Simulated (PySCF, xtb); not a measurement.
C3F3, SMILES [C]#CC(F)(F)F, multiplicity 2.

Harmonic wavenumbers (cm⁻¹) from xtb with GFN2-xTB at its own minimum, in rising order: 143, 143, 382, 382, 494, 510, 511, 768, 1058, 1059, 1129, 2311.

**Question.** What does PBE-D3(BJ)/def2-SVP run with PySCF 2.14.0 give at its own minimum? (Estimate from the structure and the level; the computed values follow.)

**Answer.** 100, 100, 390, 390, 531, 555, 555, 800, 1148, 1148, 1208, 2206. Paired by order, the mean absolute difference is 52 cm⁻¹ and the zero-point energies are 12.7 and 13.0 kcal/mol.
